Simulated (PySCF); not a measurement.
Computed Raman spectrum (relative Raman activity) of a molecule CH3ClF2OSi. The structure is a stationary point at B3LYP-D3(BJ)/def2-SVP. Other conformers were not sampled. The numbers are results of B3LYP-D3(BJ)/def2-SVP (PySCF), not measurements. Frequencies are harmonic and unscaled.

Lines under 2 % of the strongest are left out, and lines within 2 cm⁻¹ are merged.

```json
[
 {"ν (cm⁻¹)": "373", "relative intensity": "2.0"},
 {"ν (cm⁻¹)": "402", "relative intensity": "2.6"},
 {"ν (cm⁻¹)": "521", "relative intensity": "8.4"},
 {"ν (cm⁻¹)": "726", "relative intensity": "3.4"},
 {"ν (cm⁻¹)": "1079", "relative intensity": "2.3"},
 {"ν (cm⁻¹)": "1163", "relative intensity": "3.7"},
 {"ν (cm⁻¹)": "1302", "relative intensity": "2.4"},
 {"ν (cm⁻¹)": "1383", "relative intensity": "4.9"},
 {"ν (cm⁻¹)": "1445", "relative intensity": "12"},
 {"ν (cm⁻¹)": "2980", "relative intensity": "100"},
 {"ν (cm⁻¹)": "3082", "relative intensity": "91"},
 {"ν (cm⁻¹)": "3792", "relative intensity": "38"}
]
```

### Question
Which molecule gave these data?
A) O[Si@H](Cl)C(F)F
B) O[Si@](F)(Cl)CF
C) CO[Si](F)(F)Cl
D) OC[Si](F)(F)Cl

### Answer
D, OC[Si](F)(F)Cl
